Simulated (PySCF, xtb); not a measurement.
ClSi, SMILES [Si]Cl (connectivity only; charge and spin as stated), charge +1, multiplicity 1.

GFN2-xTB (xtb) at its own geometry gives an orbital gap of 3.65 eV.

Geometry optimised at PBE-D3(BJ)/def2-TZVPD.

Problem. What does PBE/def2-TZVPD (PySCF) give? (The exact figures need the calculation; the answer reports its results.)

Solution. gap 4.54 eV (levels -15.04 and -10.50 eV).
